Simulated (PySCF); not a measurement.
Computed shifts of a molecule C4H7NSi, PySCF with PBE/pcSseg-1, GIAO, gas phase, equivalent atoms averaged, in ppm (number of nuclei): ¹³C: 148.8 (1), 144.6 (1), 97.1 (1), 91.7 (1). ²⁹Si: -25.2 (1). ¹⁵N: 23.7 (1). ¹H: 6.79 (1), 6.60 (1), 5.30 (1), 5.14 (1), 4.10 (1), 1.38 (1), 0.78 (1). References: ¹³C against TMS (σ = 182.0 ppm); ²⁹Si against TMS (σ = 335.4 ppm); ¹⁵N against NH3 (σ = 267.0 ppm); ¹H against TMS (σ = 31.49 ppm), references at their B3LYP-D3(BJ)/def2-TZVP geometries, non-relativistic. Geometry optimised at PBE-D3(BJ)/def2-SVP. One conformer was computed; it need not be the lowest.

**Question.** Which molecule gave these data?
A) C=C=C1C[SiH2]N1
B) C[Si@H]1C=CN=C1
C) C#C[C@H]1NC[SiH2]1
D) C#CC(=C)[SiH2]N

**Answer.** D, C#CC(=C)[SiH2]N
